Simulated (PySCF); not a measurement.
CH4BFSe. Atoms are numbered in the order given.

```xyz
8

B     -0.1244    -0.9339     0.0000
F     -1.3881    -1.3913     0.0000
C      1.0628    -1.9589     0.0000
H      0.9731    -2.6231    -0.8870
H      2.0716    -1.5074     0.0000
H      0.9731    -2.6231     0.8870
Se     0.0354     1.0203     0.0000
H      1.5182     1.0084     0.0000
```
Charge 0, spin multiplicity 1.

Geometry optimised at PBE-D3(BJ)/def2-SVP. This is a generated structure with no PubChem entry under its InChIKey; it may be hypothetical. The values are those of a single conformer.

Method: PBE-D3(BJ)/def2-SVP (PySCF 2.14.0).

Frequencies are harmonic and unscaled.

Computed vibrational spectrum:
```tsv
mode	ν (cm⁻¹)	IR (km/mol)	Raman (Å⁴/amu)	depolarisation	moving atoms (share of kinetic energy)
1	71	0.8	0.0	–	H 96 %
2	248	0.1	0.9	0.39	C 31 %, H 24 %, F 24 %, B 13 %, Se 8 %
3	293	1.4	1.9	0.32	F 55 %, Se 26 %, C 10 %, H 8 %
4	318	3.2	6.4	0.75	H 89 %, B 8 %
5	434	0.1	2.9	0.75	B 50 %, H 40 %, F 10 %
6	514	13.0	10.4	0.15	C 30 %, H 23 %, B 20 %, F 17 %, Se 10 %
7	704	8.8	12.8	0.73	H 93 %
8	810	13.2	2.7	0.75	H 54 %, B 25 %, C 20 %
9	837	3.8	3.2	0.18	H 59 %, C 25 %, F 15 %
10	1047	239.3	1.7	0.53	B 67 %, H 21 %, C 9 %
11	1237	109.0	6.6	0.56	H 55 %, B 24 %, C 11 %, F 10 %
12	1322	170.7	5.8	0.56	B 50 %, H 20 %, C 18 %, F 12 %
13	1380	4.1	11.6	0.75	H 96 %
14	1381	3.7	19.2	0.71	H 94 %
15	2374	13.7	111.9	0.29	H 99 %
16	2969	0.5	183.1	0.04	H 97 %
17	3043	1.6	100.0	0.75	H 91 %, C 9 %
18	3097	5.3	52.6	0.75	H 91 %, C 9 %
```
